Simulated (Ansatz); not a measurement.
Molecule: C$_{2}$H$_{7}$AlO$_{3}$, net charge 0, singlet state. SMILES: [O](C)[Al]([OH])[O]C
Structure (B3LYP-D3(BJ)/def2-TZVP (Ansatz, an electronic-structure program) minimum search):
```xyz
13

C      2.2999    -1.0068     0.8950
O      1.4892     0.1393     0.7668
Al    -0.0230     0.4284     0.0901
O     -0.7029     1.9794     0.1222
O     -0.8738    -0.8313    -0.6274
C     -2.1230    -0.9436    -1.2695
H      1.8347    -1.8948     0.4556
H      3.2598    -0.8393     0.3985
H      2.4941    -1.2071     1.9524
H     -0.2616     2.7319     0.5178
H     -2.7483    -1.6680    -0.7401
H     -2.6578     0.0106    -1.3072
H     -1.9826    -1.3002    -2.2939
```

Property: atomisation energy (electronic, to ground-state atoms), in kcal/mol. Cores are frozen in the correlated levels unless marked. Open shells are spin-unrestricted. Spin-orbit coupling is left out. Non-relativistic. The coupled-cluster limit lacks core correlation, which all-electron functionals hold. CBS(X,Y): correlation extrapolated as X^-3; Hartree-Fock from the larger set.

```json
[
 {"level": "BLYP/def2-TZVPD", "program": "Ansatz", "atomisation energy (kcal/mol)": "1211.7"},
 {"level": "PBE0/STO-3G", "program": "Ansatz", "atomisation energy (kcal/mol)": "1363.1"},
 {"level": "PBE0/def2-SVP", "program": "Ansatz", "atomisation energy (kcal/mol)": "1214.0"},
 {"level": "PBE0-D3(BJ)/def2-TZVP", "program": "Ansatz + dftd3", "atomisation energy (kcal/mol)": "1215.3"},
 {"level": "PBE0-D4/def2-TZVP", "program": "Ansatz + dftd4", "atomisation energy (kcal/mol)": "1215.4"},
 {"level": "r2SCAN0/def2-TZVPD", "program": "Ansatz", "atomisation energy (kcal/mol)": "1201.4"},
 {"level": "CAM-B3LYP-D4/def2-TZVPD", "program": "Ansatz + dftd4", "atomisation energy (kcal/mol)": "1231.0"},
 {"level": "CAM-B3LYP/def2-TZVPD", "program": "Ansatz", "atomisation energy (kcal/mol)": "1226.5"},
 {"level": "LC-wPBE-D3(BJ)/def2-TZVPD", "program": "Ansatz + dftd3", "atomisation energy (kcal/mol)": "1225.5"},
 {"level": "wB97X-V/def2-TZVPD", "program": "Ansatz", "atomisation energy (kcal/mol)": "1224.8"},
 {"level": "B2GP-PLYP-D3(BJ)/def2-TZVPD", "program": "Ansatz + dftd3", "atomisation energy (kcal/mol)": "1211.8"},
 {"level": "B2GP-PLYP-D4/def2-TZVPD", "program": "Ansatz + dftd4", "atomisation energy (kcal/mol)": "1210.6"},
 {"level": "RPA@PBE/cc-pV(T+d)Z", "program": "Ansatz", "atomisation energy (kcal/mol)": "1141.5"},
 {"level": "RI-MP2/aug-cc-pV(Q+d)Z", "program": "Ansatz", "atomisation energy (kcal/mol)": "1249.7"},
 {"level": "RI-MP2/cc-pV(T+d)Z", "program": "Ansatz", "atomisation energy (kcal/mol)": "1224.2"},
 {"level": "SCS-MP2/STO-3G", "program": "Ansatz", "atomisation energy (kcal/mol)": "1132.8"},
 {"level": "SCS-MP2/cc-pV(D+d)Z", "program": "Ansatz", "atomisation energy (kcal/mol)": "1136.5"},
 {"level": "SCS-MP2/cc-pV(Q+d)Z", "program": "Ansatz", "atomisation energy (kcal/mol)": "1239.5"},
 {"level": "CCSD/6-31G*", "program": "Ansatz", "atomisation energy (kcal/mol)": "1095.9"},
 {"level": "CCSD(T)/aug-cc-pV(D+d)Z", "program": "Ansatz", "atomisation energy (kcal/mol)": "1144.7"},
 {"level": "CCSD(T)/CBS(cc-pV(T+d)Z,cc-pV(Q+d)Z)", "program": "Ansatz", "atomisation energy (kcal/mol)": "1230.2"}
]
```
